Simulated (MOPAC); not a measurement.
MOPAC input (MNDO):

```
MNDO 1SCF GEO-OK AUX(PRECISION=9) THREADS=1
CH3N

C    -0.55605097 1    0.18033122 1    0.03102555 1
N     0.60071743 1   -0.32134114 1   -0.04481058 1
H    -1.42101256 1   -0.48252082 1   -0.00491200 1
H    -0.76996694 1    1.24934935 1    0.13218350 1
H     1.32226330 1    0.40057215 1    0.00024922 1
```

Output:

```
 *******************************************************************************
 **                                                                           **
 **                              MOPAC v23.2.5                                **
 **                                                                           **
 *******************************************************************************
 ** MOPAC's Digital Object Identifier: https://doi.org/10.5281/zenodo.6511958 **
 **                                                                           **
 ** Please cite the open-source release paper for use of this MOPAC version:  **
 ** J. E. Moussa and J. J. P. Stewart (2026)                                  **
 ** MOPAC: An open-source semiempirical molecular orbital program             **
 ** J. Open Source Softw., 11(119), 8025, https://doi.org/10.21105/joss.08025 **
 *******************************************************************************

                              MNDO CALCULATION RESULTS

 *******************************************************************************
 *  MNDO       - The MNDO Hamiltonian to be used
 *  GEO-OK     - OVERRIDE INTERATOMIC DISTANCE AND OTHER SAFETY CHECKS
 *  1SCF       - DO 1 SCF AND THEN STOP
 *  AUX        - OUTPUT AUXILIARY INFORMATION
 *******************************************************************************
MNDO 1SCF GEO-OK AUX(PRECISION=9) THREADS=1
 CH3N

   ATOM   CHEMICAL          X               Y               Z
  NUMBER   SYMBOL      (ANGSTROMS)     (ANGSTROMS)     (ANGSTROMS)

     1       C         -0.55605097  *   0.18033122  *   0.03102555  *
     2       N          0.60071743  *  -0.32134114  *  -0.04481058  *
     3       H         -1.42101256  *  -0.48252082  *  -0.00491200  *
     4       H         -0.76996694  *   1.24934935  *   0.13218350  *
     5       H          1.32226330  *   0.40057215  *   0.00024922  *

          CARTESIAN COORDINATES

    NO.       ATOM           X           Y           Z

     1         C         -0.5561      0.1803      0.0310
     2         N          0.6007     -0.3213     -0.0448
     3         H         -1.4210     -0.4825     -0.0049
     4         H         -0.7700      1.2493      0.1322
     5         H          1.3223      0.4006      0.0002

  H: (MNDO): M.J.S. DEWAR, W. THIEL, J. AM. CHEM. SOC., 99, 4899, (1977)
  C: (MNDO): M.J.S. DEWAR, W. THIEL, J. AM. CHEM. SOC., 99, 4899, (1977)
  N: (MNDO): M.J.S. DEWAR, W. THIEL, J. AM. CHEM. SOC., 99, 4899, (1977)

           Empirical Formula: C H3 N  =     5 atoms

      MOLECULAR POINT GROUP   :   Cs

      RHF CALCULATION, NO. OF DOUBLY OCCUPIED LEVELS = 6

 -------------------------------------------------------------------------------
 MNDO 1SCF GEO-OK AUX(PRECISION=9) THREADS=1
 CH3N

     1SCF WAS SPECIFIED, SO BFGS WAS NOT USED
     SCF FIELD WAS ACHIEVED

                              MNDO CALCULATION
                                                       MOPAC v23.2.5 Linux

          FINAL HEAT OF FORMATION =         20.71587 KCAL/MOL =      86.67521 KJ/MOL

          COSMO AREA              =         65.71 SQUARE ANGSTROMS
          COSMO VOLUME            =         47.35 CUBIC ANGSTROMS

          IONIZATION POTENTIAL    =         11.281712 EV
          HOMO LUMO ENERGIES (EV) =        -11.282  1.253
          NO. OF FILLED LEVELS    =          6
          MOLECULAR WEIGHT        =         29.0414         POINT GROUP:  Cs

          MOLECULAR DIMENSIONS (Angstroms)

            Atom       Atom       Distance
            H     5    H     3     2.88192
            H     4    N     2     1.92344
            H     4    H     5     0.00000

          SCF CALCULATIONS        =          1

   ATOM   CHEMICAL          X               Y               Z
  NUMBER   SYMBOL      (ANGSTROMS)     (ANGSTROMS)     (ANGSTROMS)

     1       C         -0.55605097  *   0.18033122  *   0.03102555  *
     2       N          0.60071743  *  -0.32134114  *  -0.04481058  *
     3       H         -1.42101256  *  -0.48252082  *  -0.00491200  *
     4       H         -0.76996694  *   1.24934935  *   0.13218350  *
     5       H          1.32226330  *   0.40057215  *   0.00024922  *

                             CARTESIAN COORDINATES

   1    C       -0.556050970     0.180331220     0.031025550
   2    N        0.600717430    -0.321341140    -0.044810580
   3    H       -1.421012560    -0.482520820    -0.004912000
   4    H       -0.769966940     1.249349350     0.132183500
   5    H        1.322263300     0.400572150     0.000249220

           Empirical Formula: C H3 N  =     5 atoms

      MOLECULAR POINT GROUP   :   Cs

                  EIGENVALUES
 -37.35393 -23.79335 -17.75405 -15.10457 -12.31871 -11.28171   1.25293   3.53297
   4.27570   5.21907   7.01946

              NET ATOMIC CHARGES AND DIPOLE CONTRIBUTIONS

  ATOM NO.   TYPE          CHARGE      No. of ELECS.   s-Pop       p-Pop
    1          C           0.061825        3.9382     1.25036     2.68782
    2          N          -0.228038        5.2280     1.72825     3.49978
    3          H           0.060435        0.9396     0.93957
    4          H           0.016581        0.9834     0.98342
    5          H           0.089197        0.9108     0.91080
 DIPOLE           X         Y         Z       TOTAL
 POINT-CHG.    -0.730     0.537     0.068     0.909
 HYBRID        -0.189     1.129     0.106     1.150
 SUM           -0.920     1.666     0.173     1.911

          ATOMIC ORBITAL ELECTRON POPULATIONS

     Atom    s        px        py        pz
    1  C   1.25036   0.92649   0.89588   0.86545
    2  N   1.72825   1.02351   1.33970   1.13657
    3  H   0.93957
    4  H   0.98342
    5  H   0.91080

 **********************
 *                    *
 * JOB ENDED NORMALLY *
 *                    *
 **********************

 == MOPAC DONE ==
```

The geometry given is a B3LYP-D3(BJ)/def2-TZVP minimum.
